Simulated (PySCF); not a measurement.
aminoborane (BH4N), SMILES BN. Atoms are numbered in the order given.

```xyz
6

B      0.0000     0.0000    -0.7807
N      0.0000     0.0000     0.6121
H      0.0000    -1.0536    -1.3608
H      0.0000     1.0536    -1.3608
H      0.0000     0.8476     1.1702
H      0.0000    -0.8476     1.1702
```
Charge 0, spin multiplicity 1.

Geometry optimised at PBE-D3(BJ)/def2-TZVP.

Calculation: PBE-D3(BJ)/def2-TZVP run with PySCF.

No scaling factor is applied to the harmonic values.

Computed normal modes with their intensities:
```tsv
mode	ν (cm⁻¹)	IR (km/mol)	moving atoms (share of kinetic energy)
1	611	172.6	H 78 %, N 21 %
2	723	0.0	H 96 %
3	848	0.0	H 100 %
4	972	19.1	H 73 %, B 26 %
5	1102	32.1	H 65 %, B 18 %, N 17 %
6	1122	0.1	H 82 %, N 15 %
7	1333	43.1	B 51 %, H 33 %, N 15 %
8	1596	65.6	H 80 %, N 17 %
9	2521	82.3	H 95 %
10	2604	145.6	H 88 %, B 12 %
11	3497	15.0	H 96 %
12	3586	22.7	H 91 %, N 9 %
```
